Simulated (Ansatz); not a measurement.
Program: Ansatz. Geometries: PBE0-D4/def2-TZVP. ΔE: electronic, gas phase. CCSD(T)/CBS is the MP2 limit (def2-TZVPP, def2-QZVPP) plus CCSD(T) − MP2 in def2-TZVPP, frozen cores. This one scheme is used for every species. DFT in def2-TZVPP. B3LYP here is the variant with VWN-RPA as its local correlation; programs differ in this. HSE06 is defined as in plane-wave codes. def2 core potentials past Kr. For Sn outer-core shells are correlated without core-valence functions, which leaves a few kJ/mol of doubt a bond. One conformer a species, not always the lowest.

Consider the ligand exchange at the Sn–O bond: `[OH][Sn][N]([SiH3])[SiH3]` + H–F → `[F][Sn][N]([SiH3])[SiH3]` + H₂O.

| level | ΔE (kcal/mol) | difference from CCSD(T)/CBS |
| --- | --- | --- |
| r2SCAN-D4 | -11.6 | -1.0 |
| PBE0-D4 | -10.6 | 0.0 |
| B3LYP-D4 | -11.4 | -0.8 |
| HSE06-D4 | -10.6 | 0.0 |
| CAM-B3LYP-D4 | -12.0 | -1.4 |
| ωB97M-V | -11.7 | -1.1 |
| B2PLYP | -11.3 | -0.7 |
| PBE | -11.1 | -0.5 |
| r2SCAN | -11.8 | -1.2 |
| PBE0 | -11.2 | -0.6 |
| HSE06 | -11.1 | -0.5 |
| CAM-B3LYP | -12.6 | -2.0 |
| HF/def2-TZVPP | -13.8 | -3.2 |
| MP2/def2-TZVPP | -9.1 | 1.5 |
| HF/def2-QZVPP | -14.3 | -3.7 |
| SCS-MP2/def2-QZVPP | -10.7 | -0.1 |
| CCSD(T)/CBS | -10.6 | 0 |

Largest T1 diagnostic among the species: 0.016.

At CCSD(T), def2-SVP lies −1.4 kcal/mol from the extrapolated value and def2-TZVPP +0.8 kcal/mol. The D4 term adds +1.0 kcal/mol with B3LYP and +0.6 kcal/mol with PBE0; it sums over pairs of atoms, weighted by their polarisabilities, and B3LYP, whose exchange is more repulsive, gets the larger term.

CCSD(T)/CBS has its own doubt, a few kJ/mol and more with outer-core shells, so smaller differences from it don't rank the levels.
